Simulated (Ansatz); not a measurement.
PSe3. Charge 0, multiplicity 2. Geometry r2SCAN-D4/def2-SVP; atoms count from 1.

```xyz
4

P     0.561    0.448    0.202
Se   -0.269    1.031    2.052
Se    0.407   -1.678   -0.583
Se   -0.699    0.199   -1.671
```

The structure comes from a short search, and lower isomers may exist.

(1) Estimate the Mulliken populations from the PBE0/def2-TZVP orbitals of Ansatz.

(2) Where does the spin sit?

(3) And the Mayer bond orders between heavy atoms (over 0.3)?

Answers

(1) 
| atom | charge (e) | spin (α − β) |
| --- | --- | --- |
| P1 | 0.22 | 0.20 |
| Se2 | -0.13 | 0.60 |
| Se3 | -0.04 | 0.10 |
| Se4 | -0.04 | 0.10 |
Mulliken values depend strongly on the basis.

(2) Summed by element: P 0.20, Se 0.80, of 1 unpaired in all. Largest on single atoms: Se2 0.60, P1 0.20, Se3 0.10.

(3) P1–Se2 1.72 (2.11 Å); P1–Se3 1.03 (2.27 Å); P1–Se4 1.03 (2.27 Å); Se3–Se4 1.05 (2.44 Å).
